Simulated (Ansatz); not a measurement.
Job for Ansatz (a quantum-chemistry and plane-wave program): U-B3LYP/def2-TZVPPD on F2Mg (SMILES [F][Mg][F]), a point of a bond scan (R = 4.027 Å). Files ending in .json are basis or fitting sets from the Basis Set Exchange.

Ansatz 0.2 input:
```yaml
crystal:
  periodic: [false, false, false]
  atoms:
    - {symbol: Mg, position_ang: [0.00000000, 0.00000000, 0.00000000]}
    - {symbol: F, position_ang: [0.00000000, 0.00000000, 4.02731389]}
    - {symbol: F, position_ang: [-0.00000000, -0.00000000, -1.75100604]}
basis:
  gaussian:
    orbitals: def2-TZVPPD.json
hamiltonian:
  xc: {name: B3LYP}
magnetization: {spin_polarized: true, initial_magnetization: 0}
```

Program output:

```
WARN ansatz: RAYON_NUM_THREADS=1 ignored (pool sized by the plan → 1); use --threads N
Functional definition: B3LYP
integrals: 0.03 GiB planned
702 factors; their error is unknown
mean field: 0.38 GiB planned
mean field evaluation 1: about -10870.6241 eV, gradient 5.0e1 eV
mean field evaluation 2: about -10530.7286 eV, gradient 1.3e2 eV
mean field evaluation 4: about -10868.7670 eV, gradient 5.7e1 eV
mean field evaluation 8: about -10879.6763 eV, gradient 1.2e-1 eV
mean field evaluation 16: about -10879.9960 eV, gradient 2.7e-2 eV
mean field evaluation 32: about -10879.4587 eV, gradient 2.0e-2 eV
mean field evaluation 64: about -10877.5717 eV, gradient 9.5e0 eV
mean field -10879.99598815 eV, -399.8324778383 hartree, gradient 6.0e-6 eV, S^2 0.496188; 5 other end points of the search recorded, 0 dependent functions left out
reference -10879.99626199 eV, -399.8324879019 hartree; 15, 15 occupied and 100, 100 virtual orbitals, 702 factors
Total energy: -10879.99626199 eV, -399.8324879019 hartree
```

Self-consistency was reached. Its determinant has ⟨S²⟩ = 0.50, a mixture of spin states.

Cost: about 12 core-seconds (a rough figure).
